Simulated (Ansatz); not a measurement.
Consider the formal exchange of groups at the Si–O bond: `O[SiH2]S[SiH](O)O` + `C=C` → `C=C[SiH](O)S[SiH2]O` + H₂O.

Calculated with Ansatz (gas phase, PBE0-D4/def2-TZVP geometries, no zero-point term in ΔE). CBS: MP2 limit from def2 TZ/QZ plus the TZ coupled-cluster correction, frozen cores. This one scheme is used for every species. DFT in def2-TZVPP. B3LYP here is the variant with VWN-RPA as its local correlation; programs differ in this. One conformer a species, not always the lowest.

`O[SiH2]S[SiH](O)O`:

Cartesian coordinates in Å:
```
O 1.879 -1.159 0.640
Si 1.945 0.306 -0.083
S 0.233 1.516 0.400
Si -1.219 0.148 -0.340
O -1.091 -1.327 0.379
O -2.702 0.751 -0.020
H 1.031 -1.613 0.569
H 2.006 0.175 -1.561
H 3.124 1.026 0.440
H -0.997 -0.138 -1.770
H -1.407 -1.384 1.285
H -2.802 1.701 0.060
```

`C=C`:

Z-matrix (Å, degrees):
```
C
C 1 1.323
H 1 1.085 2 121.7
H 1 1.085 2 121.7 3 -180.0
H 2 1.085 1 121.7 3 -0.0
H 2 1.085 1 121.7 3 -180.0
```

`C=C[SiH](O)S[SiH2]O`:

Z-matrix (Å, degrees):
```
Si
C 1 1.847
S 1 2.156 2 108.4
O 1 1.639 2 108.1 3 -121.4
H 1 1.487 2 112.2 3 117.6
C 2 1.329 1 124.6 3 -11.0
H 2 1.089 1 116.9 3 169.9
Si 3 2.122 1 95.6 2 -178.7
H 4 0.964 1 115.1 2 170.8
H 6 1.086 2 121.9 1 1.2
H 6 1.086 2 122.0 1 -179.0
O 8 1.658 3 111.6 1 58.6
H 8 1.479 3 111.9 1 -57.1
H 8 1.483 3 106.1 1 -179.8
H 12 0.960 8 116.1 3 65.6
```

H₂O:

Z-matrix (Å, degrees):
```
O
H 1 0.960
H 1 0.960 2 105.1
```

Task: Is it downhill or uphill in electronic energy at CCSD(T)/CBS, and by how much? (Estimate.)

Result: Computed: Uphill: ΔE = +1.04 eV.

Task: What do these levels give: r2SCAN-D4, B3LYP-D4, B2PLYP, PBE, CCSD(T)/def2-TZVPP, HF/def2-QZVPP? (Estimate.)

Result: The calculation gave: r2SCAN-D4 1.10, B3LYP-D4 1.08, B2PLYP 1.14, PBE 1.03, CCSD(T)/def2-TZVPP 1.06, HF/def2-QZVPP 1.30 eV.

Largest T1 diagnostic among the species: 0.012.

The D4 term adds −0.09 eV with B3LYP and −0.05 eV with PBE0; it sums over pairs of atoms, weighted by their polarisabilities, and B3LYP, whose exchange is more repulsive, gets the larger term. In def2-TZVPP, CCSD(T) changes the Hartree–Fock value by −0.23 eV (the triples alone add −0.04 eV) and MP2 by −0.25 eV.
